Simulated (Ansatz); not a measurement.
Mulliken charges of CH₆GeS (`C[S][GeH3]`) from PBE/def2-TZVPP in Ansatz (PBE0-D4/def2-TZVP geometry).

```
atom   x (Å)   y (Å)   z (Å)  charge (e)
  C1  -0.731   1.035  -0.885      -0.280
  S2   0.996   0.493  -0.775      -0.236
 Ge3   0.793  -1.011   0.834       0.155
  H4  -1.388   0.211  -1.166       0.127
  H5  -0.772   1.796  -1.663       0.121
  H6  -1.069   1.475   0.054       0.127
  H7   2.192  -1.593   1.068       0.006
  H8  -0.191  -2.113   0.402      -0.010
  H9   0.260  -0.341   2.114      -0.010
```

Problem. By hand: the dipole of these point charges (1 e Å = 4.8032 D).

Solution. Σ q r = (-0.300, -0.116, 0.199) e Å, of length 0.378 e Å = 1.82 D.

Problem. How does the dipole of the full density compare? (An estimate is asked.)

Solution. The calculation gave: (-0.271, -0.010, 0.081) e Å, 1.36 D; the point charges give 1.34 times that, at 23° from its direction.

Point charges leave out the atoms' own dipoles, such as those of lone pairs, and Mulliken's split depends on the basis, so the two needn't agree.
